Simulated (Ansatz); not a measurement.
Born–Oppenheimer molecular dynamics of GeH3 (4 atoms, charge 0, multiplicity 2). It starts from a relaxed structure.

Level of theory: Ansatz, UKS PBE/def2-SVP.

| Property | Result |
| --- | --- |
| ensemble | NVT, Langevin thermostat |
| time step | 2 fs |
| steps asked | 40 |
| set temperature | 300 K |
| friction | 0.001 /fs |
| seed | 622049 |

First frame:

```xyz
4
Properties=species:S:1:pos:R:3
Ge 0.221 -0.130 -0.257
H 1.063 0.111 1.029
H -0.892 -1.186 0.002
H -0.392 1.204 -0.774
```

Question: What does the run give?

Answer: All steps were run.

* steps done: 40
* time covered: 80 fs
* mean temperature over the second half: 235 K
* spread of the potential energy over the second half: 3.7 meV per atom
* mean potential energy of the second half above the start: 8.5 meV per atom

The mean temperature of the second half is 22 % below the set value. A step of 2 fs is long for free X–H stretches (periods near 10 fs) and can bias their spread and the temperature. A run of 0.08 ps of so small a system gives no equilibrium averages.

Question: What happens to the structure?

Answer: The same pairs are bonded in the first frame and the last. Pairs count as bonded within 1.25 times the sum of covalent radii (0.12 Å more for H–H). This is one draw of velocities; another would differ in detail.

Question: How do temperature and energy run in time?

Answer: 
| time (fs) | T (K) | potential energy less start (eV) |
| --- | --- | --- |
| 0.0 | 225 | 0.000 |
| 6.0 | 156 | 0.042 |
| 12.0 | 109 | 0.064 |
| 18.0 | 217 | 0.016 |
| 24.0 | 233 | 0.018 |
| 30.0 | 171 | 0.056 |
| 36.0 | 201 | 0.039 |
| 42.0 | 271 | 0.013 |
| 48.0 | 207 | 0.053 |
| 54.0 | 212 | 0.047 |
| 60.0 | 256 | 0.020 |
| 66.0 | 241 | 0.031 |
| 72.0 | 230 | 0.036 |
| 78.0 | 240 | 0.035 |

The run took 25 s on 1 thread of Intel(R) Xeon(R) Platinum 8488C (Sapphire Rapids), with other jobs on the host, peak memory 0.13 GiB.
